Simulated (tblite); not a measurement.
C₅H₆O₂S (charge +1 and doublet state).
Structure used (GFN2-xTB), in Å, numbered top down from 1:
```xyz
14
C5H6O2S angstrom
C      2.6639    0.4758    1.5706
C      1.6779    0.5014    0.8622
C      0.5430    0.4975    0.0634
C     -0.8107    0.8694    0.6231
C     -1.6852   -0.2485    0.0567
S     -0.2578   -1.3800   -0.1206
O      0.0699   -2.1009    1.0487
O      0.0100   -1.8658   -1.4197
H      3.5319    0.4952    2.1729
H      0.7118    0.7312   -0.9865
H     -1.1317    1.8633    0.3002
H     -0.7957    0.8483    1.7139
H     -2.0835   -0.0525   -0.9350
H     -2.4444   -0.6349    0.7304
```

Level: GFN2-xTB in tblite, geometry and Hessian alike; calculated harmonic values, unscaled, isolated species. Errors from tens to a few hundred cm⁻¹ against measured bands are possible. One conformer, not necessarily the lowest. Open shells enter through the occupations alone, without spin polarisation, and single modes of such species can be off by tens of per cent.

Harmonic wavenumbers (cm⁻¹): 81.2, 100.8, 151.7, 219.1, 264.1, 281.1, 349.3, 381.0, 467.7, 492.7, 506.0, 653.5, 660.6, 678.8, 766.5, 852.2, 904.6, 926.9, 1024.3, 1070.5, 1092.4, 1128.6, 1147.9, 1165.2, 1237.8, 1312.7, 1337.6, 1369.3, 1432.4, 2147.2, 2977.0, 2982.8, 3012.5, 3023.1, 3042.8, 3310.1.

A = 2769, B = 1576, C = 1285 MHz; mass 130.009 u (most abundant isotopes); point group C1, symmetry number 1; spin multiplicity 2.

Problem. What is the zero-point energy?

Solution. Half the sum of the wavenumbers: 21276 cm⁻¹ = 254.52 kJ/mol.

Problem. Give the ideal-gas entropy at 298.15 K and 1 bar in the rigid-rotor, harmonic-oscillator model (classical rotation).

Solution. Translation 169.56, rotation 119.00, vibration 90.23, spin (R ln 2) 5.76: S = 384.6 J/(mol K).

Problem. And Cp and H(298.15 K) − H(0)?

Solution. Cp = 138.94 J/(mol K), of which vibrations give 105.68 (their classical limit is 36 R = 299.3); H(298.15 K) − H(0) = 25.18 kJ/mol without the zero-point energy, 15.27 from vibrations.

Problem. Which modes carry the vibrational entropy at 298.15 K?

Solution. 81.2 cm⁻¹: 16.16; 100.8 cm⁻¹: 14.39; 151.7 cm⁻¹: 11.09; 219.1 cm⁻¹: 8.23; 264.1 cm⁻¹: 6.84; 281.1 cm⁻¹: 6.39 J/(mol K); the other 30 give 27.14 together.

Problem. Blend soft modes into free rotors: weight 1/[1 + (100 cm⁻¹/ν̃)⁴] for the oscillator and the rest for a rotor with moment μB/(μ + B), μ = h/(8π²ν), B = 10⁻⁴⁴ kg m². What vibrational entropy results?

Solution. 86.64 J/(mol K) in place of 90.23, which changes −T·S at 298.15 K by +1.07 kJ/mol.

Problem. How do the functions run with temperature in this model?

Solution. 
| T (K) | S (J/(mol K)) | Cp (J/(mol K)) | H − H(0) (kJ/mol) | G − H(0) (kJ/mol) | ln q(vib) |
| --- | --- | --- | --- | --- | --- |
| 150 | 309.2 | 85.6 | 8.48 | -37.90 | 1.74 |
| 250 | 361.6 | 122.3 | 18.89 | -71.50 | 3.71 |
| 400 | 429.9 | 170.3 | 40.98 | -130.98 | 6.81 |
| 600 | 508.0 | 214.5 | 79.81 | -225.01 | 10.91 |
| 900 | 603.2 | 253.8 | 150.60 | -392.25 | 16.60 |

q(vib) and H(0) count from the zero-point level.

Problem. What must be added to the electronic energy to get the Gibbs energy at 298.15 K and 1 bar?

Solution. ZPE + [H(298.15 K) − H(0)] − T·S = 254.52 + 25.18 − 114.65 = 165.05 kJ/mol.

Hindered rotation and anharmonicity are outside this model. Other conformers, if any are populated, would add a mixing term that is left out. The structure is chiral; the term R ln 2 for an equal mix with its mirror image is left out.
